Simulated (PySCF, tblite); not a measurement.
A set of runs on `C=CC1=NC=C(F)[Se]1`; the geometry of each is named by its level. Settings lines and outputs come from a driver script.

Species: C5H4FNSe.
Numbering: `[CH2:1]=[CH:2][c:3]1[n:4][cH:5][c:6]([F:7])[se:8]1` (hydrogens: H9, H10 on C1; H11 on C2; H12 on C5)

Step 1: GFN2-xTB geometry optimisation, gas phase (tblite 0.8.0) (from a force-field or distance-geometry start)
```json
{"job": {"kind": "relax", "xc": "GFN2-xTB", "basis": "xTB"}, "charge": 0, "multiplicity": 1}
```
```
step      E/eV     max force
  0    -639.05641    4.799
  1    -639.44790    2.992
  2    -639.62470    1.585
...
 23    -640.10824    0.035
 24    -640.10830    0.030
 25    -640.10836    0.022
 26    -640.10840    0.016
 27    -640.10842    0.009
```

Energy lowered by 24.3 kcal/mol over 27 steps; largest atomic force 0.009 eV/Å at the end. «max force» is the largest atomic force in eV/Å.

Time: 0.13 s of wall time. Hardware: one thread of an Arm Neoverse V2, no GPU, shared host with 96 logical CPUs at a one-minute load of 38.

Step 2: GFN2-xTB harmonic vibrations, gas phase (tblite 0.8.0) (on the GFN2-xTB geometry)
```json
{"job": {"kind": "ir", "xc": "GFN2-xTB", "basis": "xTB"}, "charge": 0, "multiplicity": 1}
```
```
(table of modes left out)
```

30 modes from 74 to 3140 cm⁻¹ (unscaled, harmonic); zero-point energy 47.6 kcal/mol; all wavenumbers are real at this level.

On one thread of an Arm Neoverse V2 (shared host), this took 0.28 s wall.

Step 3: TDDFT B3LYP/def2-SVPD, vertical, gas phase, core orbitals frozen in the response (PySCF 2.14.0, density-fitted response routines) (on the GFN2-xTB geometry)
```json
{"job": {"kind": "uv", "xc": "B3LYP", "basis": "def2-SVPD", "nstates": 8, "ntriplets": 3}, "charge": 0, "multiplicity": 1}
```
```
...
Static polarisability (au): isotropic 95.233, principal 55.840 96.954 132.905
Singlet excitations
state   eV       nm        f      main configurations
  1   4.1053    302.0   0.19671   H->L 0.94
  2   4.4239    280.3   0.00021   H->L+1 0.99
  3   4.4817    276.6   0.00001   H-1->L 0.99
  4   5.0902    243.6   0.07186   H-2->L 0.85
  5   5.5321    224.1   0.00035   H-2->L+1 0.98
  6   5.7108    217.1   0.00048   H->L+2 0.97
  7   5.8782    210.9   0.01475   H->L+3 0.48, H-3->L 0.32, H-1->L+1 0.18
  8   6.0144    206.1   0.05072   H-1->L+1 0.57, H-3->L 0.33
Triplet excitations (Tamm-Dancoff, eV): 2.6431 4.0811 4.1861
```

HOMO -6.51 eV, LUMO -2.08 eV; lowest singlet 4.11 eV; lowest triplet 2.64 eV (Tamm–Dancoff); mean polarisability 95.2 au.

Hardware: one thread of an Arm Neoverse V2, on a shared host. Cost: 40 s wall, 0.86 GiB resident at most.

Geometry of the electronic-property runs (GFN2-xTB):
```
atom  x, y, z in Å
C1    -2.459    0.554    0.275
C2    -1.584   -0.350   -0.152
C3    -0.155   -0.198   -0.093
N4     0.672   -1.087   -0.510
C5     1.975   -0.780   -0.379
C6     2.240    0.433    0.179
F7     3.453    0.932    0.401
Se8    0.699    1.381    0.629
H9    -2.134    1.489    0.707
H10   -3.521    0.394    0.209
H11   -1.906   -1.287   -0.584
H12    2.721   -1.481   -0.708
```

 (This holds for the electronic-property runs.)

One conformer stands for the species.
